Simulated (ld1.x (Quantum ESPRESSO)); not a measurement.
# What one change does to a pseudopotential (In, TM)

ld1.x (Quantum ESPRESSO) 7.5 input, shortened:

```
&input
   title='In', zed=49., rel=2, dft='PZ', iswitch=3,
   config='[Kr] 4d10 5s2 5p0', rel_dist='average'
 /
 &inputp
   pseudotype=2, tm=.true., lloc=0,
   nlcc=.false.
 /
3
5P  2  1   0.00   0.00  2.00  2.00  0.0
4D  3  2  10.00   0.00  1.75  1.75  0.0
5S  1  0   2.00   0.00  1.95  1.95  0.0
 &test
   configts(1)='4d10 5s2 5p0'
 /
```

Open shells are filled in proportion to 2j + 1 (rel_dist='average').

Change: wave 5s (bound): rc 1.95 bohr becomes 5s (bound): rc 2.04 bohr.

Cutoffs: the cutoffs (Ry, on a coarse ladder) from which the occupation-weighted sum of valence levels, in a spherical-Bessel basis at the reference potential, stays within 10 and 1 mRy of its value at 400 Ry; they do not see the model core or the augmentation charge, which bear on the density cutoff. Errors are all-electron minus pseudo energies relative to the spin-unpolarised reference configuration.

How do hardness, ghosts and transferability respond?

The potential gets neither clearly harder nor softer (70 Ry and 120 Ry → 70 Ry and 110 Ry); of the 7 tests that both files solve, the error grows in 1 and shrinks in 0 by more than 15 % and 0.3 meV (median size 3.3 → 3.1 meV); neither file shows a bound ghost.

```csv
quantity,base,changed
"cutoff, loose",70 Ry,70 Ry
"cutoff, tight",120 Ry,110 Ry
bound ghosts,none,none
"error for 4d10 5s2 5p1, meV [ΔE -5.61 eV]",+1.0,+1.0
"error for 4d10 5s1 5p0, meV [ΔE 19.66 eV]",+3.3,+3.1
"error for 4d10 5s0 5p0, meV [ΔE 48.40 eV]",+15,+14
"error for 4d9 5s2 5p1, meV [ΔE 19.61 eV]",-212,-216
"error for 4d10 5s1 5p1, meV [ΔE 6.68 eV]",+0.7,+0.7
"error for 4d9 5s0 5p0, meV [ΔE 105.01 eV]",-125,-117
"error for 4d10 5s0 5p3, meV [ΔE 6.53 eV]",+0.7,+1.0
s: phases at 2.20 bohr within 0.05 rad from the reference energy up to (Ry; the scan ends near 5),3.0,3.3
p1/2: phases at 2.20 bohr within 0.05 rad from the reference energy up to (Ry; the scan ends near 5),to the end of the scan,to the end of the scan
p3/2: phases at 2.20 bohr within 0.05 rad from the reference energy up to (Ry; the scan ends near 5),4.6,4.6
d3/2: phases at 2.20 bohr within 0.05 rad from the reference energy up to (Ry; the scan ends near 5),0.1,0.1
d5/2: phases at 2.20 bohr within 0.05 rad from the reference energy up to (Ry; the scan ends near 5),0.2,0.1
```
